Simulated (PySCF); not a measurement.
AlBrClHO, SMILES [OH][Al]([Cl])[Br]. Geometry: PBE0-D3(BJ)/def2-SVP. One conformer was computed; it need not be the lowest.

### Question
Give the equilibrium geometry at PBE0-D3(BJ)/def2-SVP (PySCF confirms it by a frequency run) as Cartesian coordinates in Å, and its point group. (Estimate from the structure and the level; the computed values follow.)

### Answer
One answer among several that fit: point group Cs.
```xyz
5

Al     0.4369    -0.6098     0.0000
Cl    -0.9570    -2.1541     0.0000
Br    -0.2508     1.5203     0.0000
O      2.0692    -1.0296     0.0000
H      2.8127    -0.4246     0.0000
```
